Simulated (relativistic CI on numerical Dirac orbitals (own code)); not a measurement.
**Re2+: L2,3 absorption edge**

Computed with this model: Dirac-Coulomb-Breit CI, KLI orbitals optimised for each configuration, model QED, valence Slater integrals scaled by 0.9, multiplet model of core-to-valence dipole absorption; configurations [Xe] 4f14 5d5 → [He] 2s2 2p5 3s2 3p6 3d10 4s2 4p6 4d10 4f14 5s2 5p6 5d6; 300 K; Lorentzian 5 eV and Gaussian 1 eV FWHM. Energies are those of the free ion, without screening or charge transfer. The branching ratio is the share of the lower-energy edge in the whole absorption, uncertain by about 0.02 where the edges overlap. S is read from ⟨S²⟩ = S(S + 1).

Field parameters in Wybourne normalisation: D4h B²₀ = −7Ds, B⁴₀ = 21(Dq − Dt), B⁴₄ = 21√(5/14) Dq. The field is a parameter set, without covalency.

free ion: ground-state S = 2.45, centroid 10857.94 eV, branching ratio 0.773. Peaks (eV, height): 10535.0 (100), 11959.0 (29).

D4h, 10Dq = 25650, Ds = -1500, Dt = -460 cm⁻¹: ground-state S = 0.59, centroid 10753.56 eV, branching ratio 0.846. Peaks (eV, height): 10535.0 (100), 11959.5 (20).

D4h, 10Dq = 25650, Ds = 2360, Dt = -460 cm⁻¹: ground-state S = 0.57, centroid 10821.46 eV, branching ratio 0.799. Peaks (eV, height): 10535.0 (100), 11959.5 (25).

The statistical ratio of this edge is 2/3 = 0.667. Values above it arise where the holes sit mainly in the j = l + 1/2 valence subshell or the ground state has high spin; values below it where core-valence Coulomb terms move weight to the upper edge, as in nearly empty shells. At deep edges of heavy elements the radial integrals of the two core levels differ, which raises the baseline.

Strongest unbroadened transitions for free ion:

| Energy (eV) | Relative strength |
| --- | --- |
| 10534.45 | 12.4 |
| 10534.58 | 96.4 |
| 10534.72 | 1.1 |
| 10534.84 | 2.7 |
| 10534.87 | 100.0 |
| 10535.03 | 74.1 |
| 10535.14 | 7.0 |
| 10535.18 | 1.9 |
| 10536.11 | 1.2 |
| 10536.46 | 0.7 |
| 10536.60 | 1.0 |
| 11958.91 | 51.0 |
| 11959.30 | 11.0 |
| 11959.42 | 2.0 |
| 11959.45 | 11.5 |
| 11959.52 | 8.5 |
| 11959.70 | 2.5 |
| 11960.68 | 0.8 |
